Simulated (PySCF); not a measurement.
Al(Cl)(OH)2 (AlClH2O2), SMILES [OH][Al]([OH])[Cl]. Geometry optimised at PBE0-D3(BJ)/def2-SVP. One conformer was computed; it need not be the lowest.

All values below come from PBE0-D3(BJ)/def2-SVP (PySCF).

Harmonic wavenumbers (cm⁻¹): 188, 221, 257, 330, 343, 494, 569, 591, 845, 977, 3987, 3990. Rotational constants (GHz): 6.561, 3.173, 2.139; symmetry number 1.

Work out the zero-point energy and the ideal-gas rigid-rotor harmonic-oscillator thermochemistry at 298.15 K and 1 atm.

ZPE = ½ Σ hcν = ½ × 12791 cm⁻¹ = 18.29 kcal/mol. H − E(el) = 22.55 kcal/mol. Entropy in cal/(mol K): translation 39.61, rotation 26.38, vibration 10.26, total 76.25. G − E(el) = -0.19 kcal/mol. Cp = 20.97 cal/(mol K).
